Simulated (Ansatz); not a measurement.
`CC[O][Zr]([OH])([O]CC)[O]CC`, relaxed with RKS PBE-D4/def2-SVP in Ansatz from a rough embedded geometry. The force threshold is 0.03 eV/Å; the program also tests the step.

The species carries charge 0 and has multiplicity 1. Zr takes the def2 core potential.

Start:

```xyz
27

C    -2.430    1.166   -1.264
C    -1.943   -0.144   -0.765
O    -1.377    0.050    0.461
Zr   -0.637    0.333    2.057
O    -1.054    2.442    1.639
O     0.758    0.764    1.135
C     1.939    1.112    0.501
C     1.640    1.549   -0.924
O     0.043   -1.385    1.783
C     0.823   -2.507    1.404
C     0.719   -2.720   -0.109
H    -3.187    1.650   -0.632
H    -2.897    1.017   -2.382
H    -1.602    1.901   -1.462
H    -2.801   -0.857   -0.660
H    -1.178   -0.541   -1.449
H    -0.960    3.184    0.942
H     2.601    0.248    0.450
H     2.410    1.935    1.030
H     0.905    2.423   -0.973
H     2.546    1.795   -1.502
H     1.127    0.667   -1.462
H     1.949   -2.333    1.669
H     0.484   -3.422    1.914
H     1.115   -1.828   -0.599
H    -0.312   -2.894   -0.422
H     1.318   -3.605   -0.379
```

Q: By how much does the energy fall, and how many steps does the optimiser take? (An estimate is asked.)

A: Ansatz gave: 124.53 kcal/mol, in 38 steps, 2 of them rejected.

Q: Which bonds change most? (Best estimate.)

A: Ansatz gave: Zr4–O5 from 2.190 to 1.944 Å; Zr4–O6 from 1.727 to 1.943 Å; O3–Zr4 from 1.781 to 1.944 Å; C1–H13 from 1.221 to 1.109 Å.

Q: Give the relaxed structure. (Best estimate.)

A: Ansatz gave: 
```xyz
27

C    -2.335    1.488   -1.965
C    -2.553    0.182   -1.201
O    -1.621    0.016   -0.173
Zr   -0.303    0.169    1.248
O    -1.061    1.155    2.742
O     1.236    1.126    0.548
C     2.226    1.874   -0.093
C     1.791    2.325   -1.486
O     0.246   -1.611    1.807
C     0.666   -2.921    2.048
C     0.912   -3.691    0.754
H    -2.425    2.360   -1.282
H    -3.084    1.603   -2.775
H    -1.323    1.512   -2.420
H    -3.586    0.163   -0.775
H    -2.487   -0.682   -1.906
H    -1.398    1.604    3.527
H     3.161    1.267   -0.170
H     2.481    2.766    0.528
H     0.878    2.954   -1.427
H     2.590    2.917   -1.977
H     1.563    1.450   -2.129
H     1.600   -2.907    2.660
H    -0.102   -3.452    2.661
H     1.696   -3.194    0.145
H    -0.014   -3.743    0.145
H     1.246   -4.728    0.966
```
